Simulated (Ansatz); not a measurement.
A structure relaxed at PBE0-D4/def2-TZVP, charge 0, multiplicity 1:

| atom | x (Å) | y (Å) | z (Å) |
| --- | --- | --- | --- |
| O1 | -1.5437 | -1.5571 | -0.0724 |
| C2 | -0.6360 | -0.5976 | 0.0234 |
| N3 | 0.3094 | -0.3704 | -0.8104 |
| Si4 | 0.9099 | 0.9795 | 0.1172 |
| S5 | -0.7348 | 0.4804 | 1.4424 |
| H6 | -1.3477 | -2.0419 | -0.8883 |
| H7 | 2.2516 | 0.8009 | 0.7168 |
| H8 | 0.7914 | 2.3063 | -0.5286 |

Question: Give its formula and SMILES.

Answer: CH3NOSSi, `OC1=N[SiH2]S1`.

Question: Point group (tolerance 0.08 Å, 0.16 Å for H)?

Answer: Cs.

Question: Summarise the bond lengths by kind.

Answer: 1 × C–O 1.324 Å; 1 × H–O 0.969 Å; 1 × C–N 1.281 Å; 1 × C–S 1.785 Å; 1 × N–Si 1.744 Å; 1 × S–Si 2.170 Å; 2 × H–Si 1.480 Å.

Computed with Ansatz.
